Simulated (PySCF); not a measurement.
C2H6AlF, SMILES [CH3][Al]([CH3])[F] (connectivity only; charge and spin as stated), charge +1, multiplicity 2. Atoms are numbered in the order given.

```xyz
10

Al    -0.0995     0.0772    -0.1387
C      1.8253    -0.2588    -0.5452
H      2.1145    -1.2750    -0.2485
H      2.3911     0.5218    -0.0150
H      1.7841    -0.1094    -1.6400
C     -0.4762    -0.5892     1.7542
H     -1.2171    -1.3674     1.5028
H     -0.8996     0.3505     2.1500
H      0.4211    -0.9500     2.2679
F     -1.2661     0.7682    -1.0520
```
Charge +1, spin multiplicity 2.

Geometry: PBE0-D3(BJ)/def2-SVP. The multiplicity is an assumed one; other spin states were not compared. The isomer is the one that the SMILES or the coordinates give; other isomers of the formula were not compared.

Two levels are set side by side: PBE/pcH-1 (PySCF) and PBE0/pcH-1 (PySCF). Contact hyperfine couplings, same geometry. Differences are taken from unrounded values.

```json
[
 {"quantity": "A(iso) of 27Al, atom Al1 (MHz)", "PBE0": "-322.4"},
 {"quantity": "A(iso) of 13C, atom C2 (MHz)", "PBE0": "50.0"},
 {"quantity": "A(iso) of 1H, atom H3 (MHz)", "PBE0": "-21.7"},
 {"quantity": "A(iso) of 1H, atom H4 (MHz)", "PBE0": "-9.5"},
 {"quantity": "A(iso) of 1H, atom H5 (MHz)", "PBE0": "47.7"},
 {"quantity": "A(iso) of 13C, atom C6 (MHz)", "PBE0": "48.7"},
 {"quantity": "A(iso) of 1H, atom H7 (MHz)", "PBE0": "12.5"},
 {"quantity": "A(iso) of 1H, atom H8 (MHz)", "PBE0": "18.7"},
 {"quantity": "A(iso) of 1H, atom H9 (MHz)", "PBE0": "-32.7"},
 {"quantity": "A(iso) of 19F, atom F10 (MHz)", "PBE0": "-21.4"}
]
```

### Question
What does PBE give, and how far is it from PBE0? (The exact figures need the calculation; the answer reports its results.)

### Answer

| quantity | PBE | PBE minus PBE0 |
|---|---|---|
| A(iso) of 27Al, atom Al1 (MHz) | -180.5 | 141.9 |
| A(iso) of 13C, atom C2 (MHz) | 42.5 | -7.4 |
| A(iso) of 1H, atom H3 (MHz) | -17.5 | 4.2 |
| A(iso) of 1H, atom H4 (MHz) | -5.1 | 4.4 |
| A(iso) of 1H, atom H5 (MHz) | 52.6 | 4.8 |
| A(iso) of 13C, atom C6 (MHz) | 41.1 | -7.6 |
| A(iso) of 1H, atom H7 (MHz) | 17.1 | 4.6 |
| A(iso) of 1H, atom H8 (MHz) | 23.1 | 4.4 |
| A(iso) of 1H, atom H9 (MHz) | -26.5 | 6.2 |
| A(iso) of 19F, atom F10 (MHz) | -10.4 | 11.0 |

Rough cost on one machine, each run with all the roots and properties that it gave: PBE0 against PBE within a factor of 2.
